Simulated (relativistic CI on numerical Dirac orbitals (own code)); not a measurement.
# d7 in a ligand field

Computed with a parametric ligand-field model of a d^n configuration (Racah B and C, spin-orbit zeta, crystal field), exact diagonalisation.

Field parameters in Wybourne normalisation: Oh B⁴₀ = 21Dq, B⁴₄ = √(5/14) B⁴₀. The field is a parameter set, without covalency.

B = 820 cm⁻¹, C = 4240 cm⁻¹ (C/B = 5.17), Oh, no spin-orbit coupling. Tanabe-Sugano data, E/B above the lowest term (Δ = |10Dq|; b, c mark the second and third term of a kind):

| Δ/B | 4T1 | 4T2 | 4A2 | 4T1(b) | 2E | 2T1 | 2T2 | 2T1(b) |
| --- | --- | --- | --- | --- | --- | --- | --- | --- |
| 1.0 | 0.00 | 0.81 | 1.81 | 15.62 | 19.84 | 20.09 | 19.90 | 24.72 |
| 5.0 | 0.00 | 4.22 | 9.22 | 18.44 | 17.59 | 20.85 | 20.91 | 25.44 |
| 9.0 | 0.00 | 7.82 | 16.82 | 21.63 | 14.03 | 20.82 | 21.29 | 25.95 |
| 13.0 | 0.00 | 11.53 | 24.53 | 25.06 | 10.26 | 20.69 | 21.42 | 26.30 |
| 17.0 | 0.00 | 15.32 | 32.32 | 28.64 | 6.42 | 20.56 | 21.46 | 26.54 |
| 21.0 | 0.00 | 19.16 | 40.16 | 32.31 | 2.55 | 20.45 | 21.46 | 26.71 |
| 25.0 | 1.35 | 24.38 | 49.38 | 37.41 | 0.00 | 21.71 | 22.80 | 28.19 |
| 29.0 | 5.27 | 32.19 | 61.19 | 45.12 | 0.00 | 25.55 | 26.70 | 32.20 |
| 33.0 | 9.20 | 40.04 | 73.04 | 52.88 | 0.00 | 29.41 | 30.61 | 36.20 |
| 37.0 | 13.14 | 47.91 | 84.91 | 60.68 | 0.00 | 33.30 | 34.54 | 40.20 |
| 41.0 | 17.09 | 55.80 | 96.80 | 68.51 | 0.00 | 37.20 | 38.47 | 44.20 |
| 45.0 | 21.04 | 63.70 | 108.70 | 76.36 | 0.00 | 41.11 | 42.41 | 48.19 |

The ground term changes from 4T1 to 2E between Δ/B = 21.0 and 25.0.
